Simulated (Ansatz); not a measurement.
Mulliken charges of CH6BGaSe (`[BH2][GaH][Se]C`) from ωB97M-V/def2-TZVPP in Ansatz (PBE0-D4/def2-TZVP geometry).

| atom | x (Å) | y (Å) | z (Å) | charge (e) |
| --- | --- | --- | --- | --- |
| B1 | -1.585 | 2.216 | 0.974 | -0.093 |
| Ga2 | -0.568 | 0.791 | -0.133 | 0.036 |
| Se3 | 0.620 | -0.846 | 1.006 | -0.140 |
| C4 | 1.346 | -1.879 | -0.495 | -0.400 |
| H5 | -2.719 | 2.052 | 1.319 | 0.099 |
| H6 | -1.067 | 3.243 | 1.304 | 0.099 |
| H7 | -0.468 | 0.633 | -1.693 | -0.030 |
| H8 | 0.972 | -2.898 | -0.423 | 0.147 |
| H9 | 1.037 | -1.435 | -1.438 | 0.136 |
| H10 | 2.432 | -1.876 | -0.421 | 0.147 |

**Question.** By hand: the dipole of these point charges (1 e Å = 4.8032 D).

**Answer.** Σ q r = (-0.218, 0.301, -0.047) e Å, of length 0.375 e Å = 1.80 D.

**Question.** How does the dipole of the full density compare? (Best estimate.)

**Answer.** The calculation gave: (-0.044, 0.057, -0.217) e Å, 1.10 D; the point charges give 1.64 times that, at 64° from its direction.

Point charges leave out the atoms' own dipoles, such as those of lone pairs, and Mulliken's split depends on the basis, so the two needn't agree.
